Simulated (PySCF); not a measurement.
C₄H₇FO₂.
Structure used (GFN2-xTB), in Å, numbered top down from 1:
```xyz
14
C4H7FO2 angstrom
F      2.8576   -0.6002    0.6303
C      2.1877    0.3961   -0.0426
O      0.9500    0.6105    0.5108
C      0.0094   -0.3974    0.2431
C     -1.3879   -0.0048    0.7216
C     -1.7427   -0.0158   -0.7687
O     -0.4110   -0.4211   -1.1132
H      2.1337    0.0787   -1.0941
H      2.7697    1.3148    0.0807
H      0.3989   -1.3749    0.5607
H     -1.4094    0.9701    1.1978
H     -1.8908   -0.7461    1.3339
H     -1.9918    0.9546   -1.2038
H     -2.4741   -0.7650   -1.0786
```

Structure optimised with GFN2-xTB, isolated species.

Take the most abundant isotopes and a rigid rotor. The values belong to one conformer with, in the numbering `[F:1][CH2:2][O:3][C@H:4]1[CH2:5][CH2:6][O:7]1`, F1–C2–O3–C4 -73°, C2–O3–C4–C5 -172°.

Task: What are A, B and C (GHz)?

Result: Ia = 68.61, Ib = 329.01, Ic = 348.36 u·Å²; 505379 MHz·u·Å²/I gives 7365, 1536 and 1451 MHz, that is A = 7.3655, B = 1.5361, C = 1.4507 GHz.

Task: What kind of rotor is it?

Result: A near-prolate asymmetric top. Ray's parameter κ = (2B − A − C)/(A − C) = -0.971; −1 is the prolate and +1 the oblate limit.

Task: What does the inertial defect say?

Result: Not planar: Δ = Ic − Ia − Ib = -49.27 u·Å². For a rigid frame Δ = −2 Σ m c², so Σ m c² = 24.63 u·Å² lies off the ab plane: 7.49 from hydrogen and 17.14 from heavier atoms. The atom farthest from that plane is 1.46 Å away.

Task: Give the other two planar moments, Paa and Pbb, and the rms extents of the mass along the axes.

Result: Paa = Σ m a² = (Ib + Ic − Ia)/2 = 304.38 and Pbb = Σ m b² = (Ia + Ic − Ib)/2 = 43.98 u·Å². With the mass M = 106.04 u, the rms extents √(P/M) along a, b and c are 1.69, 0.64, 0.48 Å.

Task: Estimate the classical rotational partition function at 25 K, 100 K and 200 K.

Result: Point group C1, symmetry number σ = 1; q = (√π/σ)·√((kT/h)³/(ABC)), k/h = 20836.6 MHz/K: 5200 at 25 K, 41600 at 100 K, 118000 at 200 K.

No frequency check. Constants of a rigid frame at the computed geometry: no zero-point averaging, no centrifugal distortion.
